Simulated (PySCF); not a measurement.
Compound: C₆H₇O (doublet state).
Structure used (GFN2-xTB), in Å, numbered top down from 1:
```
atom  x, y, z in Å
C1     1.5586   -1.0961    0.0159
C2     1.2359    0.2777    0.1459
O3     2.0475    1.1139    0.5505
C4    -0.1337    0.6762   -0.3157
C5    -0.2734    1.7865   -1.0481
C6    -1.2687   -0.1560    0.0523
C7    -1.2586   -1.0533    1.0333
H8     0.9016   -1.7849   -0.4823
H9     2.5328   -1.4360    0.3234
H10    0.5808    2.3957   -1.2904
H11   -1.2331    2.1149   -1.4124
H12   -2.1783    0.0235   -0.5076
H13   -0.3834   -1.2222    1.6406
H14   -2.1287   -1.6403    1.2724
```

The hyperfine couplings belong to this conformer and change with its torsions.

As a line formula: `[CH2]C(=O)C(=C)C=C` [radical].

Computed, not measured: PySCF 2.14.0, UKS B3LYP, pcH-1 on C H O, non-relativistic, mean-field spin-orbit, GIAO. Geometry: GFN2-xTB, one conformer, isolated molecule. A GFN2-xTB geometry isn't a minimum of the functional, and hyperfine couplings can be far from their values at a DFT geometry. The frame is twisted about the C2–C4 bond at this geometry (dihedral O3–C2–C4–C5 = 41°); couplings at other torsion angles weren't computed. No stability test was run, so a lower SCF solution isn't excluded.

**Question.** Where do the isotropic ENDOR lines of C1, C2, C7, C4, H8, H9, H13, H14, H11 and H10 fall at 348.5 mT, to first order?

**Answer.** ν± = |νn ± a/2|, one line for each electron-spin manifold; νn = |g_N| × 7.62259 MHz/T × B.

| nuclei | isotope | g_N | νn (MHz) | a_iso (MHz) | lower line (MHz) | upper line (MHz) |
| --- | --- | --- | --- | --- | --- | --- |
| C1 | 13C | 1.4048 | 3.73 | 68.54 | 30.54 | 38.00 |
| C2 | 13C | 1.4048 | 3.73 | -40.63 | 16.58 | 24.05 |
| C7 | 13C | 1.4048 | 3.73 | 10.31 | 1.42 | 8.89 |
| C4 | 13C | 1.4048 | 3.73 | -3.02 | 2.22 | 5.24 |
| H8 | 1H | 5.5857 | 14.84 | -52.45 | 11.39 | 41.06 |
| H9 | 1H | 5.5857 | 14.84 | -50.77 | 10.55 | 40.22 |
| H13 | 1H | 5.5857 | 14.84 | 6.61 | 11.53 | 18.14 |
| H14 | 1H | 5.5857 | 14.84 | 3.87 | 12.91 | 16.77 |
| H11 | 1H | 5.5857 | 14.84 | -2.88 | 13.40 | 16.28 |
| H10 | 1H | 5.5857 | 14.84 | -1.84 | 13.92 | 15.76 |

The rows for 13C, of low natural abundance, apply to labelled samples.

**Question.** Which pairs are centred on the nuclear Larmor frequency, and which on half the coupling?

**Answer.** Centred on νn, since |a| < 2νn: C4, H13, H14, H11 and H10. Centred on |a|/2 and split by 2νn: C1, C2, C7, H8 and H9.

**Question.** At what field would the lower line of H8 fall to zero frequency?

**Answer.** Where νn = |a|/2, that is B = 26.22 MHz/(5.5857 × 7.62259 MHz/T) = 616 mT, as far as first order holds there.

H8 and H9 aren't averaged: C1 is flat or nearly so (angle sum 360°), and its turn about the short C1–C2 bond (1.42 Å) is taken as slow.
